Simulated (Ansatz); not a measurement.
ClH7N2O2Si2 (`N[Si@H](Cl)O[Si@@H](N)O`) at its PBE0-D4/def2-TZVP geometry, where that method's forces vanish. Total charge 0; spin multiplicity 1.

```tsv
atom	x (Å)	y (Å)	z (Å)
N1	2.1325	0.1852	0.4301
Si2	0.7780	1.1954	0.2292
O3	1.1947	2.5822	-0.5259
O4	-0.2938	0.3325	-0.6647
Si5	-1.1738	-1.0200	-0.7246
N6	-2.2592	-1.0711	0.5762
Cl7	0.0123	-2.6975	-0.5178
H8	2.9341	0.4744	0.9650
H9	2.0254	-0.8165	0.4193
H10	0.1052	1.6648	1.4581
H11	1.7505	2.4913	-1.3026
H12	-1.7446	-1.0963	-2.0825
H13	-2.8431	-0.2846	0.8070
H14	-2.6181	-1.9398	0.9333
```

Problem. For each bond, give half the difference of the two atoms' forces along it (eV/Å; positive pushes the atoms apart) under PBE-D4, r2SCAN-D4, B3LYP-D4, ωB97M-V in def2-TZVPP. (Best estimate.)

Solution. Ansatz gave: 
| bond | length (Å) | PBE-D4 | r2SCAN-D4 | B3LYP-D4 | ωB97M-V |
| --- | --- | --- | --- | --- | --- |
| N1–Si2 | 1.702 | -0.02 | -0.01 | 0.09 | 0.07 |
| N1–H8 | 1.006 | 0.18 | 0.03 | -0.01 | -0.02 |
| N1–H9 | 1.007 | 0.19 | 0.02 | -0.03 | -0.02 |
| Si2–O3 | 1.633 | 0.25 | 0.04 | 0.09 | 0.10 |
| Si2–O4 | 1.641 | 0.13 | 0.01 | 0.05 | 0.05 |
| Si2–H10 | 1.478 | -0.04 | -0.04 | -0.16 | -0.21 |
| O3–H11 | 0.959 | 0.35 | 0.02 | -0.02 | -0.06 |
| O4–Si5 | 1.615 | 0.20 | 0.03 | 0.05 | 0.06 |
| Si5–N6 | 1.695 | 0.04 | 0.00 | 0.09 | 0.09 |
| Si5–Cl7 | 2.065 | 0.10 | 0.04 | 0.18 | 0.05 |
| Si5–H12 | 1.475 | -0.02 | -0.05 | -0.19 | -0.22 |
| N6–H13 | 1.006 | 0.18 | 0.02 | -0.02 | -0.02 |
| N6–H14 | 1.005 | 0.17 | 0.02 | -0.02 | -0.02 |

B3LYP here is the variant with VWN-RPA as its local correlation; programs differ in this.
